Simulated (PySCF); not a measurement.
These are PBE-D3(BJ)/def2-TZVP // PBE0-D4/def2-TZVP run with PySCF values and carry that method's errors. Isolated molecules, 0 K electronic values unless said otherwise. One relaxed conformer stands for a flexible species; it need not be the lowest. Excitations are Tamm–Dancoff values on a coarser integration grid. The basis has no diffuse functions, so Rydberg states are missing or too high.

Reference species (SMILES): `OB` (neutral, multiplicity 1).

| Quantity | Result |
|---|---|
| LUMO | -1.42 eV |
| S1–T1 gap (TDA) | 0.65 eV |

Changed species: `OBO` (H–O–B–O torsion 0°, O–B–O–H torsion 180°) (2 of 3 H replaced by OH; the reference has 1 of 3 H replaced by OH).

**Question.** Predict the effect on the LUMO and S1–T1 gap (TDA).

**Answer.** the LUMO goes up by 1.39 eV, to -0.03 eV; the S1–T1 gap (TDA) stays essentially unchanged.
